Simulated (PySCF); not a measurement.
Compound: C8H13ClO.
Numbering: `[CH3:1][CH2:2][C@@:3]1([CH3:4])[CH2:5][C@@:6]1([CH3:7])[C:8](=[O:9])[Cl:10]`

Probes without a nucleus sit at each ring's centroid and 1 Å off its mean plane on both sides; NICS is minus the shielding there, NICSzz its component along the normal. Level: GIAO PBE0/pcSseg-1 (PySCF, non-relativistic, gas phase) on the GFN2-xTB geometry, one conformer.

Ring bond lengths (Å), with Mayer bond orders in brackets: C3–C5 1.488 (0.91), C5–C6 1.520 (0.87), C6–C3 1.550 (0.82).

Question: Give the NICS values of each ring in ppm.

Answer: 
```json
{"ring": "C3–C5–C6", "type": "3-membered carbocycle; formal bonds all single", "NICS(0)": "-44.0", "NICS(1), two faces": "-7.7 / -8.2", "NICS(1)zz, two faces": "-20.3 / -18.9", "rms pucker (Å)": "0.00", "centre to ring atoms, mean (Å)": "0.88"}
```

Question: What do they say, and how far can they be read as aromaticity?

Answer: 
- C3–C5–C6: mean NICS(1)zz -19.6 ppm, shielded. C3, C5, C6 have four or more neighbours, and the NICS criterion for π rings isn't applied. NICS(0) lies 36 ppm below the mean NICS(1).

Question: Give the inner angles of the rings and the Hirshfeld charges of the ring atoms.

Answer: 
- C3–C5–C6: C3 60.0° (+0.032 e), C5 62.1° (-0.082 e), C6 58.0° (-0.005 e); sum 180.0° against 180° for a flat convex ring.

Question: What are the shieldings of the ring atoms and their hydrogens in the same run (means over atoms taken as equivalent)?

Answer: 
| atoms | environment | σ isotropic (ppm) |
| --- | --- | --- |
| C3 | three-membered-ring carbon | 144.5 |
| C5 | three-membered-ring carbon | 152.7 |
| C6 | sp3 carbon next to a carbonyl | 147.8 |
| H on C5 | methylene hydrogen | 31.14 |
| H on C5 | methylene hydrogen | 30.34 |

On Arm Neoverse V1, one thread (shared host), this took 76 s (with the writing of density and orbital grids) and 1.1 GiB of memory at its peak. This is the whole shielding run at PBE0/pcSseg-1, SCF included.

Conformer computed: `[CH3:1][CH2:2][C@@:3]1([CH3:4])[CH2:5][C@@:6]1([CH3:7])[C:8](=[O:9])[Cl:10]`: C1–C2–C3–C4 -75°, C5–C6–C8–O9 15°.
